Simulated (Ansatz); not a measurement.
Geometry optimisation, Ansatz 0.2.0, RKS BLYP/def2-SVP.

Input file:

```yaml
crystal:
  periodic: [false, false, false]
  atoms:
    - { symbol: O, position_ang: [-1.6849, -1.2056, 1.2014] }
    - { symbol: C, position_ang: [-0.9095, -0.2709, 1.0326] }
    - { symbol: C, position_ang: [0.3417, -0.4622, 0.2531] }
    - { symbol: C, position_ang: [0.4264, 0.3374, -1.0258] }
    - { symbol: Br, position_ang: [0.6922, 2.2097, -0.6976] }
    - { symbol: H, position_ang: [-1.0713, 0.752, 1.4582] }
    - { symbol: H, position_ang: [1.2399, -0.1889, 0.9196] }
    - { symbol: H, position_ang: [-1.91126, -2.16286, 1.08949] }
    - { symbol: H, position_ang: [-0.6054, 0.287, -1.4976] }
    - { symbol: H, position_ang: [1.1525, 0.005, -1.6728] }
basis:
  gaussian: { orbitals: def2-SVP }
hamiltonian:
  xc: blyp
relax:
  f_tol: 0.02
  max_steps: 50
```

Command:

```bash
$ ansatz run input.yaml --threads 2 --pin off --max-ram 3072MiB --backend cpu --events-out ev --progress --plain --runs-dir out
```

Problem. Where does it end, and by what steps?

Solution. The run converged. After 25 steps the energy has fallen by 4.381 eV; H8 moved furthest, 2.40 Å.

| step | energy less start (eV) | largest force component (eV/Å) | accepted |
| --- | --- | --- | --- |
| 0 | 0.0000 | 6.543 | yes |
| 1 | -1.1889 | 3.984 | yes |
| 2 | -2.0907 | 1.821 | yes |
| 3 | -2.7530 | 1.309 | yes |
| 4 | -3.1696 | 0.907 | yes |
| 5 | -3.5394 | 0.820 | yes |
| 6 | -3.7760 | 1.549 | yes |
| 7 | -4.0171 | 0.729 | yes |
| 8 | -4.1382 | 0.735 | yes |
| 9 | -4.1958 | 0.537 | yes |
| 10 | -4.2455 | 0.778 | yes |
| 11 | -4.2802 | 0.397 | yes |
| 12 | -4.2954 | 0.338 | yes |
| 13 | -4.3126 | 0.501 | yes |
| 14 | -4.3206 | 0.283 | yes |
| 15 | -4.3255 | 0.095 | yes |
| 16 | -4.3345 | 0.225 | yes |
| 17 | -4.3429 | 0.427 | yes |
| 18 | -4.3561 | 0.522 | yes |
| 19 | -4.3354 | 0.448 | no |
| 20 | -4.3697 | 0.101 | yes |
| 21 | -4.3668 | 0.165 | no |
| 22 | -4.3748 | 0.054 | yes |
| 23 | -4.3784 | 0.050 | yes |
| 24 | -4.3811 | 0.036 | yes |
| 25 | -4.3813 | 0.017 | yes |

```xyz
10
Properties=species:S:1:pos:R:3
O -1.936 -0.506 0.826
C -0.676 -0.435 1.315
C 0.442 -0.134 0.595
C 0.441 0.019 -0.876
Br -0.790 1.578 -1.558
H -0.643 -0.629 2.399
H 1.385 0.019 1.140
H -1.968 -0.054 -0.053
H -0.010 -0.827 -1.425
H 1.426 0.269 -1.302
```

Whether the end is a true minimum wasn't checked by a vibrational analysis.

Time of the run: 51 s on 2 threads of Arm Neoverse V2 (shared host), peak memory 0.15 GiB.
